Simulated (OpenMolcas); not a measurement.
Hf2+ (d2) among equal point charges was computed by CASSCF with the d shell active (OpenMolcas, ANO-RCC-VDZP on the metal). Its lowest spin-free states, and all those of the highest spin:

```csv
2S+1,Degeneracy,E (cm-1)
3,1,0.0
3,2,4514
1,1,7403
1,1,7503
1,1,11645
1,2,12308
3,2,15718
3,1,16216
1,2,21637
1,1,21889
1,1,25152
3,2,25409
3,1,34551
3,1,35760
```

Problem. Is the site octahedral, tetrahedral or cube-like, axial, or of lower symmetry?

Solution. The states with 2S+1 = 3 have orbital degeneracies 1, 2, 2, 1, 2, 1, 1. There are pairs but no triples, so the site is axial: not cubic, but with a proper or improper axis of order three or more. The run had Hf2+ among 6 point charges of -1.7 e arranged as a tetragonal octahedron (D4h), 2.32 Å from the ion, with the axial distance 2.738 Å. The active orbitals were held to one l.

Without dynamic correlation the repulsion within the d shell is too large (B by tens of per cent), so at a given field states of lower spin stand too high. This is an electrostatic model: the charges have no orbitals. No measured value stands beside these numbers.
